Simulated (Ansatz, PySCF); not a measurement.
System: PbI, charge 1, multiplicity 1. 
Coordinates optimised at B3LYP-D3(BJ)/def2-TZVP (Ansatz, a first-principles code):
```xyz
2

Pb     0.0000     0.0000    -1.0593
I      0.0000     0.0000     1.6389
```
Charge +1, spin multiplicity 1.

Total electronic energies in hartree. Valence correlation only, unless marked. No spin-orbit coupling. The frozen core is the preceding noble-gas configuration, with the filled d and f shells of earlier blocks. Past Kr the def2 sets carry scalar-relativistic core potentials. Basis-set limits of correlation are two-point, X^-3; Hartree-Fock from the larger set.

| level | program | energy (Eh) |
|---|---|---|
| HF-D3(BJ)/def2-TZVPD | PySCF + dftd3 | -488.34022 |
| SVWN5/def2-TZVPD | PySCF | -489.71858 |
| PBE0-D4/def2-TZVPD | Ansatz + dftd4 | -490.39709 |
| r2SCANh/def2-TZVPD | Ansatz | -490.55201 |
| PW6B95-D4/def2-TZVPD | PySCF + dftd4 | -490.65976 |
| HSE06-D3(BJ)/def2-TZVPD | Ansatz + dftd3 | -490.39560 |
| wB97X-V/def2-TZVPD | Ansatz | -490.33352 |
| wB97X/def2-TZVPD | Ansatz | -490.46068 |
| B2PLYP/def2-TZVPD | Ansatz | -489.78470 |
| RPA@PBE/def2-TZVPP | Ansatz | -488.62340 |
| MP2/def2-SVPD | Ansatz | -488.45180 |
| RI-MP2/def2-QZVPP | Ansatz | -488.53227 |
| RI-MP2/CBS(def2-TZVPPD,def2-QZVPPD) | Ansatz | -488.5489 |
| CCSD/CBS(def2-TZVPP,def2-QZVPP) | Ansatz | -488.5655 |
| CCSD(T)/CBS(def2-TZVPPD,def2-QZVPPD) | Ansatz | -488.5786 |

Totals of different functionals don't rank their quality; only differences between species are comparable.
